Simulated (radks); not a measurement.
N IV, 4 electrons, occupied as [He] 2s2 (the NIST ground configuration). Method: Dirac Kohn-Sham, PBE, spin-unpolarised, spherical densities, finite nucleus; Fermi nuclear charge, rms radius 2.5582 fm; computed with a radial shooting solver on a logarithmic mesh with Libxc functionals.

Unscreened Slater integrals over Kohn-Sham orbitals (hartree). Large and small components are both included.

integral,value
"F0(2s1/2,2s1/2)",0.81824
"F0(2s1/2,1s1/2)",1.1465
"G0(2s1/2,1s1/2)",0.097536
"F0(1s1/2,1s1/2)",4.1171
